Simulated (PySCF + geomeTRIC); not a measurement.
Species: H7FSSi3, SMILES `F[Si]([SiH3])([SiH3])S` (Si–Si–S–H torsion 66°) (charge 0, multiplicity 1).

### Question
Give a relaxed geometry from PBE-D3(BJ)/def2-TZVP (PySCF + geomeTRIC).

### Answer
One answer among several that fit: the end point of this relaxation, one of several conformers (outside a Z-matrix the atoms follow the SMILES, hydrogens last).
Cartesian coordinates (Å) in one orientation:
```xyz
12

F      0.560     1.394    -1.815
Si     0.279     0.684    -0.376
Si     1.928    -0.953     0.004
Si    -1.930    -0.128    -0.317
S      0.498     2.298     1.051
H      3.291    -0.354    -0.126
H      1.740    -1.456     1.403
H      1.789    -2.106    -0.941
H     -2.182    -0.614     1.078
H     -2.897     0.966    -0.639
H     -2.126    -1.272    -1.263
H      0.179     1.486     2.089
```
